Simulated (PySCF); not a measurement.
boron monoxide dimer (B₂O₂), SMILES O=BB=O.

Geometry optimised at PBE0-D3(BJ)/def2-TZVP. The values are those of a single conformer.

Two levels are set side by side: PBE/def2-TZVPD (PySCF) and M06-2X/def2-TZVPD (PySCF). Same geometry, gas phase. Differences are taken from unrounded values.

```csv
quantity,M06-2X,PBE,PBE minus M06-2X
orbital gap (eV),11.03,6.11,-4.92
highest occupied level (eV),-12.56,-9.47,3.08
lowest empty level (eV),-1.52,-3.36,-1.83
mean polarisability (bohr³),29.3,31.6,2.3
```

Without exact exchange PBE keeps part of each electron's self-repulsion, which lifts occupied levels and narrows the gap. Loosely held outer electrons make PBE densities more polarisable. Differences between two approximate levels are no errors against the true value.

Rough cost on one machine, each run with all the roots and properties that it gave: M06-2X against PBE about 4 times.
